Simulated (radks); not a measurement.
Isoelectronic series with 14 electrons, each ion in its NIST ground configuration. Method: scalar-relativistic Kohn-Sham, PBE, spin-polarised, spherical densities, finite nucleus; open shells are filled with parallel spins first (spin-orbit coupling, left out, can overturn this in heavy ions); Fermi nuclear charge, rms radius of each element as measured or else 0.836 A^(1/3) + 0.57 fm; computed with a radial shooting solver on a logarithmic mesh with Libxc functionals. Total energies (hartree) and orbital eigenvalues (hartree) (* marks an orbital that is empty in some or all of the ions):

Si: configuration [Ne] 3s2 3p2; E (hartree) -289.86592; 3p down* -0.10993; 3p up -0.16981; 3s down -0.35624
Cl3+: configuration [Ne] 3s2 3p2; E (hartree) -458.63625; 3p down* -1.58892; 3p up -1.70331; 3s down -2.09267
Ca6+: configuration [Ne] 3s2 3p2; E (hartree) -668.26173; 3p down* -4.16013; 3p up -4.32268; 3s down -4.92461
V9+: configuration [Ne] 3s2 3p2; E (hartree) -918.91561; 3p down* -7.76816; 3p up -7.97710; 3s down -8.80198
Fe12+: configuration [Ne] 3s2 3p2; E (hartree) -1210.90066; 3p down* -12.40066; 3p up -12.65528; 3s down -13.71752
Cu15+: configuration [Ne] 3s2 3p2; E (hartree) -1544.59853; 3p down* -18.05547; 3p up -18.35548; 3s down -19.67457
Ge18+: configuration [Ne] 3s2 3p2; E (hartree) -1920.45934; 3p down* -24.73455; 3p up -25.07984; 3s down -26.68136
Br21+: configuration [Ne] 3s2 3p2; E (hartree) -2339.00176; 3p down* -32.44210; 3p up -32.83268; 3s down -34.74926
Sr24+: configuration [Ne] 3s2 3p2; E (hartree) -2800.81282; 3p down* -41.18384; 3p up -41.61980; 3s down -43.89228
Nb27+: configuration [Ne] 3s2 3p2; E (hartree) -3306.55111; 3p down* -50.96674; 3p up -51.44821; 3s down -54.12684
Ru30+: configuration [Ne] 3s2 3p2; E (hartree) -3856.95143; 3p down* -61.79882; 3p up -62.32597; 3s down -65.47176
Ag33+: configuration [Ne] 3s2 3p2; E (hartree) -4452.83666; 3p down* -73.68911; 3p up -74.26216; 3s down -77.94847
Sn36+: configuration [Ne] 3s2 3p2; E (hartree) -5095.10958; 3p down* -86.64761; 3p up -87.26682; 3s down -91.58100
I39+: configuration [Ne] 3s2 3p2; E (hartree) -5784.77526; 3p down* -100.6853; 3p up -101.3509; 3s down -106.3963
Ba42+: configuration [Ne] 3s2 3p2; E (hartree) -6522.9426; 3p down* -115.8141; 3p up -116.5265; 3s down -122.4245
Pr45+: configuration [Ne] 3s2 3p2; E (hartree) -7310.8399; 3p down* -132.0469; 3p up -132.8064; 3s down -139.6993
Sm48+: configuration [Ne] 3s2 3p2; E (hartree) -8149.7835; 3p down* -149.3976; 3p up -150.2046; 3s down -158.2576
Tb51+: configuration [Ne] 3s2 3p2; E (hartree) -9041.3440; 3p down* -167.8812; 3p up -168.7360; 3s down -178.1421
Er54+: configuration [Ne] 3s2 3p2; E (hartree) -9987.0471; 3p down* -187.5136; 3p up -188.4168; 3s down -199.3978
Lu57+: configuration [Ne] 3s2 3p2; E (hartree) -10988.7995; 3p down* -208.3119; 3p up -209.2639; 3s down -222.0775
W60+: configuration [Ne] 3s2 3p2; E (hartree) -12048.6913; 3p down* -230.2943; 3p up -231.2956; 3s down -246.2403
Ir63+: configuration [Ne] 3s2 3p2; E (hartree) -13168.8847; 3p down* -253.4801; 3p up -254.5313; 3s down -271.9501
Hg66+: configuration [Ne] 3s2 3p2; E (hartree) -14351.8830; 3p down* -277.8899; 3p up -278.9917; 3s down -299.2796
Bi69+: configuration [Ne] 3s2 3p2; E (hartree) -15600.5164; 3p down* -303.5456; 3p up -304.6985; 3s down -328.3116
